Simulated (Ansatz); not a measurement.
Reaction (cleavage of the B–B bond): `BB(Cl)OC` + `NB(O)Cl` → `BOB(N)Cl` + `COBCl`

Program: Ansatz. Geometries: PBE0-D4/def2-TZVP. ΔE: electronic, gas phase. CBS: MP2 limit from def2 TZ/QZ plus the TZ coupled-cluster correction, frozen cores. Functionals use def2-TZVPP. One conformer a species, not always the lowest.

CCSD(T)/CBS gives -142.2 kJ/mol.

Another level gave -143.5 kJ/mol. Which?
A. SCS-MP2/def2-TZVPP
B. HF/def2-TZVPP
C. PBE0/def2-TZVPP
D. CCSD/def2-TZVPP

D. CCSD/def2-TZVPP -143.5, PBE0 -134.5, HF/def2-TZVPP -153.6, SCS-MP2/def2-TZVPP -148.5 kJ/mol.

Largest T1 diagnostic among the species: 0.013.

In def2-TZVPP, CCSD(T) changes the Hartree–Fock value by +10.4 kJ/mol (the triples alone add +0.3 kJ/mol) and MP2 by +6.4 kJ/mol. From PBE to PBE0 (25 % exact exchange), in def2-TZVPP and without D4, ΔE moves by −3.2 kJ/mol.
